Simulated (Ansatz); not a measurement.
Si2H7OF, singlet: harmonic vibrations.

Input (in.yaml):

```yaml
crystal:
  periodic: [false, false, false]
  atoms:
    - {symbol: Si, position_ang: [-0.032901, -0.845122, -1.045271]}
    - {symbol: F, position_ang: [0.701476, 0.348798, -1.857231]}
    - {symbol: H, position_ang: [0.452066, -2.102897, -1.675142]}
    - {symbol: H, position_ang: [-1.490352, -0.723115, -1.312344]}
    - {symbol: Si, position_ang: [0.472986, -0.740566, 1.241857]}
    - {symbol: H, position_ang: [-0.010725, 2.090635, -0.679836]}
    - {symbol: O, position_ang: [-0.489447, 1.946487, 0.142230]}
    - {symbol: H, position_ang: [-0.721729, -0.360108, 2.035295]}
    - {symbol: H, position_ang: [0.917703, -2.090346, 1.694837]}
    - {symbol: H, position_ang: [1.583467, 0.216916, 1.474220]}
    - {symbol: H, position_ang: [-1.382645, 2.259317, -0.018515]}
basis:
  gaussian: {orbitals: def2-TZVP}
hamiltonian: {xc: pbe0, dispersion: d4}
phonons: {temperatures: {t_min: 298.15, t_max: 900, t_step: 200}}
```

Command:

```bash
ansatz run in.yaml --threads 4 --pin off --events-out ev --progress --plain --max-ram 9574MiB
```

The run's output (Ansatz 0.2.0):

```
Functional definition: PBE0
  name "PBE0"
  cite "Adamo & Barone, J. Chem. Phys. 110, 6158 (1999) doi:10.1063/1.478522"
  cite "Perdew, Burke & Ernzerhof, Phys. Rev. Lett. 77, 3865 (1996) doi:10.1103/PhysRevLett.77.3865"
  parent pbe
  parameter a = 0.25
  parameter kappa = 0.804
  parameter beta = 0.06672455060314922
  exchange = (1 - a)*pbe_x(kappa = kappa, mu = beta*pi^2/3) + a*exact_x
  correlation = pbe_c(beta = beta)
1151 factors; their error is unknown
mean field evaluation 1: about -20620.7608 eV, gradient 5.6e1 eV
mean field evaluation 2: about -20614.2150 eV, gradient 8.4e1 eV
mean field evaluation 4: about -20625.6282 eV, gradient 1.1e0 eV
mean field evaluation 8: about -20625.7100 eV, gradient 2.9e-1 eV
mean field evaluation 16: about -20625.7100 eV, gradient 1.3e-5 eV
mean field -20625.71003160 eV, -757.9808630528 hartree, gradient 1.3e-5 eV, S^2 0.000000; 0 other end points of the search recorded, 0 dependent functions left out
the calculation of the forces begins
reference -20625.71006573 eV, -757.9808643070 hartree; 26, 26 occupied and 152, 152 virtual orbitals, 1151 factors
these checks for a lower state are left out or cut short: stability, starts, cluster_reference, orbital_swaps, neighbouring_geometries, increment
1151 factors; their error is unknown
Total energy: -20625.88387890 eV, -757.9872518235 hartree
Atom 0 at    -0.032901    -0.845122    -1.045271 Å, force     0.000907     0.002854    -0.002327 eV/Å
Atom 1 at     0.701476     0.348798    -1.857231 Å, force    -0.000736    -0.001336     0.001660 eV/Å
Atom 2 at     0.452066    -2.102897    -1.675142 Å, force    -0.000213    -0.000476     0.000648 eV/Å
Atom 3 at    -1.490352    -0.723115    -1.312344 Å, force    -0.000093    -0.000009     0.000529 eV/Å
Atom 4 at     0.472986    -0.740566     1.241857 Å, force     0.000158    -0.000787    -0.000010 eV/Å
Atom 5 at    -0.010725     2.090635    -0.679836 Å, force     0.000156    -0.000678     0.001473 eV/Å
Atom 6 at    -0.489447     1.946487     0.142230 Å, force     0.000250     0.000353    -0.002708 eV/Å
Atom 7 at    -0.721729    -0.360108     2.035295 Å, force     0.000073     0.000244     0.000037 eV/Å
Atom 8 at     0.917703    -2.090346     1.694837 Å, force     0.000013    -0.000071    -0.000206 eV/Å
Atom 9 at     1.583467     0.216916     1.474220 Å, force     0.000211     0.000142     0.000316 eV/Å
Atom 10 at    -1.382645     2.259317    -0.018515 Å, force    -0.000725    -0.000238     0.000589 eV/Å
Dipole moment:    -0.298548     0.127086    -0.119070 e Å
Vibrations: 53.93 96.71 118.29 156.79 173.62 189.52 232.38 363.75 414.96 429.80 520.64 612.36 739.36 830.78 844.71 910.00 925.42 950.26 958.66 1624.73 2199.34 2216.24 2220.85 2235.88 2247.40 3830.53 3941.03 cm⁻¹, zero-point energy 1.862116 eV

[the SCF lines of later steps are left out]
```

The lines “mean field evaluation” count trial sets of orbitals through the whole run, from several starts and some on an approximate energy, so they need not fall steadily or lie above the final value.

The run took about 92 s on 4 CPU threads of an Arm Neoverse V2 (shared host).
